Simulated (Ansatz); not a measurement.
This geometry of AlCl₂H₃O₂ (8 atoms, charge 0, multiplicity 1) is a first-order saddle point.

All numbers below come from RKS PBE/def2-SVP in Ansatz.

```xyz
8
Properties=species:S:1:pos:R:3
Al -0.430 -0.899 0.344
H -1.734 0.216 -0.059
Cl -0.053 -2.249 -1.227
Cl -0.471 -1.560 2.345
H -0.870 0.827 -0.230
O 0.332 0.821 0.110
O 1.409 1.021 -0.838
H 1.817 1.823 -0.444
```

Q: Which two structures does it join? (They come from a converged band through this point; their orientation in space is the band's.)

A: Bonds broken: Al1–H2, H5–O6. Bonds formed: Al1–O7, H2–H5. AlCl2H3O2 becomes AlCl2HO2 + H2.

Image 0:

```xyz
8
Properties=species:S:1:pos:R:3
Al -0.683 -0.863 0.138
H -2.183 -0.338 0.178
Cl -0.131 -2.498 -1.088
Cl 0.520 -0.628 1.935
H -0.472 1.592 -0.598
O 0.071 0.783 -0.741
O 1.414 1.189 -0.365
H 1.464 0.762 0.542
```

Image 6:

```xyz
8
Properties=species:S:1:pos:R:3
Al 0.093 -0.432 0.031
H -2.082 0.347 0.174
Cl -0.190 -2.054 -1.280
Cl -0.068 -0.688 2.122
H -2.110 0.000 -0.518
O 0.430 1.212 -0.580
O 1.789 0.547 -0.354
H 2.137 1.068 0.405
```

Q: How far does it lie above each of them?

A: 0.74 eV above the first and 0.86 eV above the second. This is the barrier of this one path; another mechanism may lie lower. The orbitals stay closed-shell, which can raise the energy where a bond breaks towards radicals; this wasn't checked here.

Time of the run: 2.8 min on 2 threads of Arm Neoverse V1 (shared host), peak memory 0.14 GiB.
